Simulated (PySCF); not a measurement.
**Ir: excitation energy**

Ir [Xe] 4f14 5d7 6s2 (4F) → Ir [Xe] 4f14 5d7 6s1 7s1 (6F), as a difference of total energies. All numbers are calculated (PySCF 2.14, scalar relativity by spin-free X2C-1e, in x2c-TZVPPall with one added diffuse shell each of s, p, d, f type (12s8p8d4f1g, 113 functions)). Correlated levels: valence: [Xe] 4f14 frozen; valence and next inner shell: [Kr] 4d10 4f14 frozen. The calculations carry no spin-orbit coupling.

```tsv
method	excitation energy (eV)
UHF	4.619
LDA	6.671
PBE	6.255
PBE0	6.002
r2SCAN	6.141
BP86	6.425
B2PLYP	6.315
r2SCAN0	6.000
MP2 (valence)	6.081
SCS-MP2 (valence)	6.288
MP2 (valence and next inner shell)	6.263
SCS-MP2 (valence and next inner shell)	6.366
```

**Question.** How much does correlation contribute at MP2 (valence and next inner shell)?

**Answer.** 6.263 − (4.619) = 1.644 eV, measured against UHF.

A first-order spin-orbit estimate (lowest level to lowest level, LS coupling) adds -0.005 eV.

The promoted electron is Rydberg-like, and one or two diffuse shells describe it only roughly, which tends to raise the upper state.
